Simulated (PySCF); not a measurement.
Isomers C$_{7}$H$_{11}$ClO:

A. `InChI=1S/C7H11ClO/c8-7(9)6-4-2-1-3-5-6/h6H,1-5H2`
B. SMILES C[C@@H]1C[C@@]12COC[C@@H]2Cl
C. `C/C=C(\C(=O)Cl)C(C)C`

Spectrum 1. 13C{1H} NMR (computed): δ 187.9 (C), 53.7 (CH), 32.8 (CH2), 30.2 (CH2), 26.0 (CH2).

Spectrum 2. 13C{1H} NMR (computed): δ 181.4 (C), 154.3 (C), 139.2 (CH), 43.6 (CH), 23.7 (CH3), 20.4 (CH3).

Spectrum 3. 13C{1H} NMR (computed): δ 82.2 (CH2), 81.1 (CH2), 63.4 (CH), 34.5 (C), 25.8 (CH), 19.2 (CH2), 17.0 (CH3).

PySCF calculation with GFN2-xTB structure and NMR shieldings at PBE0/pcSseg-1/GIAO; one averaged value for each set of equivalent atoms, one computed conformer, no solvent, no relativistic terms.

Shifts are taken against calculated references (same method and geometry level): TMS for 13C (σ = 186.93 ppm). Shifts are as computed. Against solution values, carbons near 30 ppm lie about +3 ppm off and those near 130 ppm about +5 ppm; carbons on Cl a further +6 ppm. Of 1211 compounds with measured shifts, 218 miss one by over three times the rms of a fit or turn the order of signals round; such compounds aren't used in these exercises. Carbons bonded to Cl come out too deshielded.

Which spectrum belongs to which compound?

Answers

1–A, 2–C, 3–B.

- Spectrum 1 (A): 5 13C signals; δC 53.7 is an sp3 CH α to a carbonyl; δC 32.8 is an sp3 CH2 in a ring.
- Spectrum 2 (C): 6 13C signals; δC 154.3 is an α carbon of a C=C–C=O unit; δC 139.2 is a β carbon of a C=C–C=O unit.
- Spectrum 3 (B): 7 13C signals; δC 82.2 is an sp3 CH2 bonded to O; δC 81.1 is an sp3 CH2 bonded to O.
